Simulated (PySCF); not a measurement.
Adding and removing an electron: SrTl

ROHF-SCS-MP2; Sr def2-SVP with ECP28, Tl def2-SVP with ECP60; scalar-relativistic core potentials (PySCF 2.14). Neutral (ROHF): doublet (π ↑), Re = 3.571 Å, ωe = 65.8 cm⁻¹, De = 0.27 eV.

SrTl⁺ (RHF): singlet (closed shell), Re = 3.862 Å, ωe = 68.6 cm⁻¹. The energies at the minima are -201.99136 hartree for SrTl and -201.82913 for SrTl⁺.

Problem. Work out the adiabatic ionisation energy, without and with harmonic zero-point energies (1 hartree = 27.2114 eV, 1 eV = 8065.5 cm⁻¹), and the change of the bond length.

Solution. At SCS-MP2: 0.16223 hartree = 4.415 eV between the minima; the zero-point term (68.6 − 65.8)/2 cm⁻¹ = +0.000 eV makes it 4.415 eV. Re changes by +29.1 pm against the neutral. The electron leaves a π orbital, and the longer bond of the ion fits a bonding orbital, or a change in how ionic the bond is.

Correlated steps freeze 4 core orbitals. Weak bonds: SrTl. Basis-set superposition, not corrected here, can be much of De in a small basis, most of all at correlated wavefunction levels. These are scalar-relativistic numbers at best; spin–orbit coupling would shift them, the dissociation energy most. States were picked by a PBE0 search and need not be the measured ground states.
